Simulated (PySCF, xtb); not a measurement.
Be(SH)(SMe) (CH4BeS2), SMILES C[S][Be][SH]. Other conformers were not sampled.

Harmonic wavenumbers (cm⁻¹) from GFN2-xTB (xtb) at its own minimum, in rising order: 19, 73, 152, 166, 241, 344, 495, 704, 933, 942, 958, 1313, 1442, 1452, 2499, 3043, 3053, 3059.

Task: What does PBE0-D3(BJ)/def2-SVP run with PySCF 2.14.0 give at its own minimum? (An estimate is asked for; the answer gives what the named calculation found.)

Result: 45, 93, 184, 205, 312, 368, 641, 718, 957, 973, 1057, 1336, 1453, 1458, 2699, 3077, 3193, 3195. Paired by order, the mean absolute difference is 60 cm⁻¹ and the zero-point energies are 29.9 and 31.4 kcal/mol.
